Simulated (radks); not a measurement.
Q: Valence configurations of Te (all share [Kr]). All-electron calculation, Dirac Kohn-Sham, PBEsol, spin-unpolarised, spherical densities, finite nucleus; open shells are shared between the two j in proportion to 2j + 1; Fermi nuclear charge, rms radius 4.7423 fm. Program: a radial shooting solver on a logarithmic mesh with Libxc functionals. Order these by energy: 4d10 5s2 5p4; 4d8 5s2 5p6; 4d9 5s2 5p5; 4d9.5 5s1 5p5.5; 4d9.5 5s2 5p4.5; 4d9 5s1 5p6; 4d10 5s1 5p5.

A: From the lowest, in eV above it: 4d10 5s2 5p4 0.000; 4d10 5s1 5p5 9.249; 4d9.5 5s2 5p4.5 18.418; 4d9.5 5s1 5p5.5 28.054; 4d9 5s2 5p5 38.119; 4d9 5s1 5p6 48.130; 4d8 5s2 5p6 81.382. NIST lists [Kr] 4d10 5s2 5p4 as the ground configuration; this level of theory agrees among the configurations tried. The energies are those of spherical spin-averaged densities, not of single terms.
